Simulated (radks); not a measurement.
Problem. The thallium ion Tl2+, [Xe] 4f14 5d10 6s1. Method: non-relativistic Kohn-Sham, PBE, spin-polarised, spherical densities, point nucleus; computed with a radial shooting solver on a logarithmic mesh with Libxc functionals. Every spin shell is full or empty, so the densities are truly spherical. Functionals are evaluated on that one density, not self-consistently. Rank these exchange functionals by their error against the exact value of the orbitals, and give that value: LDA, PBEsol, revPBE, PW91, AM05, EV93, TPSS, SCAN, Tao-Mo, TASK.

Solution. Exact: -351.707 hartree. From best to worst, with 100 (|E| - |E exact|)/|E exact| (equal figures are ties): PW91 +0.04, SCAN +0.05, revPBE -0.26, TPSS -0.43, EV93 -0.51, Tao-Mo -0.83, PBEsol -1.79, TASK -1.80, AM05 -3.59, LDA -3.78.
